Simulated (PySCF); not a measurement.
Species: (H2Al-mu-OH)2.
Cartesian coordinates in Å at the PBE0-D3(BJ)/def2-SVP level; atoms count from 1:
```xyz
10
Al2H6O2 angstrom
Al    -1.166   -0.088   -0.821
H     -1.772   -1.523   -1.142
H     -1.832    1.240   -1.386
O      0.695   -0.061   -0.973
Al     1.190    0.083    0.821
H      1.813    1.507    1.155
H      1.839   -1.259    1.374
O     -0.672    0.074    0.971
H      1.247   -0.120   -1.755
H     -1.218    0.072    1.760
```

Computed, not measured: PBE0-D3(BJ)/def2-SVP geometry optimisation, gas phase in PySCF 2.14.0.

Problem. Which atoms are bound to Al1, and at what distances?

Solution. 4 atoms: H3 1.589 Å, H2 1.590 Å, O8 1.867 Å, O4 1.868 Å. The nearest atom not counted as bound is H10, at 2.59 Å (others tie with it).

Problem. List the angles at Al1.

Solution. 
```
    angle  degrees  distance of the outer atoms (Å)
H2–Al1–H3    121.5                             2.77
H3–Al1–O8    112.3                             2.87
H2–Al1–O4    112.1                             2.87
H3–Al1–O4    112.1                             2.87
H2–Al1–O8    111.9                             2.87
O4–Al1–O8     79.2                             2.38
```

Problem. Describe the arrangement about Al1 in numbers.

Solution. Angles from 79.2° to 121.5°; τ4 = (360° − α − β)/141° = 0.90 with α and β the two widest (0 for a square, 1 for a tetrahedron).

Problem. What are the other bond lengths?

Solution. O4–H9, O8–H10 0.959 Å.

Problem. Give some angles away from the centre.

Solution. Al1–O4–Al5 100.8°.

Problem. What are the rotational constants (commonest isotopes, rigid rotor)?

Solution. A = 8100, B = 3630, C = 2716 MHz: an asymmetric top.

Charge 0, singlet. Stationary, but not proved a minimum.

On one thread of an Intel Xeon at 2.70 GHz, no GPU (shared host), this took 49 s wall and 0.36 GiB of memory at its peak. That covers the optimisation of the geometry.

One conformer stands for the species.
